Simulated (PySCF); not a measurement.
## Calculated data, AlBClH$_{3}$N, AlBH$_{5}$N$_{2}$, Al$_{2}$BH$_{4}$N, AlBH$_{3}$NO and others

Calculation on a computer-drawn molecule: the log of a Hartree-Fock and frozen-core CCSD(T) single point meant for a local Hartree-Fock minimum, with one planted fault or none, to be diagnosed. Offsets are logged minus clean, where the clean run is the same molecule without the fault. The reference is restricted for singlets and unrestricted otherwise, and also for a bond in bohr or an excited solution. Adding or removing an electron swaps singlet and doublet. The excited solution moves the top pair (singlet) or top alpha electron (doublet) to the lowest empty orbital. Highest occupied and lowest empty are orbital energies over both spins, largest force is the largest gradient component, triples share is (T) over the correlation energy, the T1 limit is 0.02 restricted and 0.045 unrestricted, electrons count all cores, a negative frequency is imaginary (commonest isotopes), and the dipole is about the centre of nuclear charge. Program: PySCF 2.14.0.

Common to all runs: meant charge 0; meant basis cc-pV(D+d)Z; logged SCF converged yes; logged CC converged yes; logged SCF stable within its kind yes; possible faults no fault, one electron removed, one electron added, multiplicity raised by two, geometry at a saddle point, SCF held on an excited solution, minimal basis STO-3G, one bond length entered in bohr, all coordinates scaled.

(1) AlBClH$_{3}$N

Logged structure:
```xyz
7
AlBClH3N
B     -1.1092    -0.6175    -2.8051
N     -0.2511    -0.9325    -1.7051
Al     1.1646    -2.0742    -1.6401
Cl     1.7145    -3.1616    -3.4047
H     -0.9292    -1.1487    -3.8817
H     -2.0161     0.1811    -2.6591
H     -0.4793    -0.4388    -0.8460
```

- meant multiplicity: 2
- logged electrons: 45
- logged basis functions: 89
- logged spin squared: 0.753
- logged highest occupied: -9.1168 eV
- logged lowest empty: 0.5621 eV
- logged largest force: 0.0087309 hartree/bohr
- logged T1 diagnostic: 0.014895
- logged D1 diagnostic: 0.045027
- logged triples share: 0.027384
- logged dipole magnitude: 3.0136 debye
- logged energy HF: -782.42265 hartree
- logged energy CCSD(T): -782.90679 hartree
- planted fault: all coordinates scaled, by +1.1 %
- HF energy offset from clean run: 0.4949 kcal/mol
- CCSD(T) energy offset from clean run: -0.3296 kcal/mol

Drawn bonds:
| atom | other atom | order |
| --- | --- | --- |
| 1 | 2 | 1 |
| 2 | 3 | 1 |
| 3 | 4 | 1 |
| 1 | 5 | 1 |
| 1 | 6 | 1 |
| 2 | 7 | 1 |

(2) AlBH$_{5}$N$_{2}$

Logged structure:
```xyz
9
AlBH5N2
B     -0.3911     0.4506     1.9859
N     -0.9040    -0.2414     0.8758
Al     0.0161    -0.8580    -0.5653
N      1.7581    -0.5914    -0.6454
H     -1.1142     0.8077     2.8820
H      0.7893     0.6930     2.0473
H     -1.8955    -0.4001     0.9072
H      2.3458    -0.8946    -1.3987
H      2.3093    -0.1184     0.0473
```

* meant multiplicity: 2
* logged electrons: 37
* logged basis functions: 29
* logged spin squared: 0.7525
* logged highest occupied: -5.2882 eV
* logged lowest empty: 7.2614 eV
* logged largest force: 0.048543 hartree/bohr
* logged T1 diagnostic: 0.022294
* logged D1 diagnostic: 0.081431
* logged triples share: 0.025829
* logged dipole magnitude: 3.6833 debye
* logged energy HF: -373.82872 hartree
* logged energy CCSD(T): -374.02958 hartree
* planted fault: minimal basis STO-3G
* HF energy offset from clean run: 2929 kcal/mol
* CCSD(T) energy offset from clean run: 3132 kcal/mol

Drawn bonds:
| atom | other atom | order |
| --- | --- | --- |
| 1 | 2 | 1 |
| 2 | 3 | 1 |
| 3 | 4 | 1 |
| 1 | 5 | 1 |
| 1 | 6 | 1 |
| 2 | 7 | 1 |
| 4 | 8 | 1 |
| 4 | 9 | 1 |

(3) Al$_{2}$BH$_{4}$N

Logged structure:
```xyz
8
Al2BH4N
B     -2.6009     0.6611     2.1837
N     -3.8414     0.0719    -0.1199
Al    -5.6595    -0.0683     0.1963
Al    -2.9162    -0.1260    -1.6579
H     -3.2540     0.7887     3.2046
H     -1.4074     0.8107     2.2701
H     -1.3512     0.0356    -1.7015
H     -3.7620    -0.4686    -2.9488
```

- meant multiplicity: 1
- logged electrons: 42
- logged basis functions: 94
- logged spin squared: 0.9213
- logged highest occupied: -8.3193 eV
- logged lowest empty: 0.97398 eV
- logged largest force: 0.016797 hartree/bohr
- logged T1 diagnostic: 0.067884
- logged D1 diagnostic: 0.29797
- logged triples share: 0.040657
- logged dipole magnitude: 1.0897 debye
- logged energy HF: -565.19999 hartree
- logged energy CCSD(T): -565.61229 hartree
- planted fault: one bond length entered in bohr, row 1 of the drawn bonds
- HF energy offset from clean run: 108.3 kcal/mol
- CCSD(T) energy offset from clean run: 115 kcal/mol

Drawn bonds:
| atom | other atom | order |
| --- | --- | --- |
| 1 | 2 | 1 |
| 2 | 3 | 1 |
| 2 | 4 | 1 |
| 1 | 5 | 1 |
| 1 | 6 | 1 |
| 4 | 7 | 1 |
| 4 | 8 | 1 |

Notes: T1 above single-reference limit.

(4) Al$_{2}$BH$_{4}$N

Logged structure:
```xyz
8
Al2BH4N
B     -2.6347     0.6697     2.2121
N     -3.2997     0.3538     0.9772
Al    -5.1415     0.2119     1.2975
Al    -2.3624     0.1534    -0.5808
H     -3.2963     0.7989     3.2463
H     -1.4257     0.8212     2.2996
H     -0.7771     0.3171    -0.6250
H     -3.2192    -0.1937    -1.8884
```

* meant multiplicity: 1
* logged electrons: 42
* logged basis functions: 94
* logged spin squared: 0
* logged highest occupied: -8.3823 eV
* logged lowest empty: 1.3874 eV
* logged largest force: 0.008174 hartree/bohr
* logged T1 diagnostic: 0.014823
* logged D1 diagnostic: 0.04275
* logged triples share: 0.031098
* logged dipole magnitude: 0.64363 debye
* logged energy HF: -565.3715 hartree
* logged energy CCSD(T): -565.79608 hartree
* planted fault: all coordinates scaled, by +1.3 %
* HF energy offset from clean run: 0.7238 kcal/mol
* CCSD(T) energy offset from clean run: -0.2973 kcal/mol

Drawn bonds:
| atom | other atom | order |
| --- | --- | --- |
| 1 | 2 | 1 |
| 2 | 3 | 1 |
| 2 | 4 | 1 |
| 1 | 5 | 1 |
| 1 | 6 | 1 |
| 4 | 7 | 1 |
| 4 | 8 | 1 |

(5) AlBH$_{3}$NO

Logged structure:
```xyz
7
AlBH3NO
B      0.8236    -0.8936    -1.7952
N     -0.0302    -0.7055    -0.7131
Al    -1.0096    -0.5072     0.5565
O     -2.0002    -0.3212     1.8625
H      1.6718    -1.7638    -1.7937
H      0.7515    -0.1915    -2.7851
H     -2.7107     0.2208     2.1566
```

- meant multiplicity: 1
- logged electrons: 37
- logged basis functions: 80
- logged spin squared: 0.7986
- logged highest occupied: -0.15969 eV
- logged lowest empty: 6.8566 eV
- logged largest force: 0.059083 hartree/bohr
- logged T1 diagnostic: 0.021853
- logged D1 diagnostic: 0.083791
- logged triples share: 0.032481
- logged dipole magnitude: 4.5387 debye
- logged energy HF: -397.68069 hartree
- logged energy CCSD(T): -398.23015 hartree
- planted fault: one electron added
- HF energy offset from clean run: 10.78 kcal/mol
- CCSD(T) energy offset from clean run: -0.1867 kcal/mol

Drawn bonds:
| atom | other atom | order |
| --- | --- | --- |
| 1 | 2 | 1 |
| 2 | 3 | 2 |
| 3 | 4 | 1 |
| 1 | 5 | 1 |
| 1 | 6 | 1 |
| 4 | 7 | 1 |

(6) AlBFH$_{3}$O

Logged structure:
```xyz
7
AlBFH3O
B     -2.1159     0.2883     0.4055
O     -0.9363    -0.2335     0.0314
Al     0.4582    -1.0169    -0.4545
F      0.3177    -2.5747    -0.9713
H     -2.7924     0.8727    -0.4021
H     -2.4836     0.1740     1.5471
H      1.8511    -0.3291    -0.4327
```

* meant multiplicity: 1
* logged electrons: 39
* logged basis functions: 80
* logged spin squared: 0.7697
* logged highest occupied: 1.2543 eV
* logged lowest empty: 7.3379 eV
* logged largest force: 0.062704 hartree/bohr
* logged T1 diagnostic: 0.017051
* logged D1 diagnostic: 0.053812
* logged triples share: 0.020473
* logged dipole magnitude: 3.0751 debye
* logged energy HF: -442.76736 hartree
* logged energy CCSD(T): -443.33165 hartree
* planted fault: one electron added
* HF energy offset from clean run: 37.4 kcal/mol
* CCSD(T) energy offset from clean run: 30.14 kcal/mol

Drawn bonds:
| atom | other atom | order |
| --- | --- | --- |
| 1 | 2 | 1 |
| 2 | 3 | 1 |
| 3 | 4 | 1 |
| 1 | 5 | 1 |
| 1 | 6 | 1 |
| 3 | 7 | 1 |

Notes: highest electron not bound in this basis.
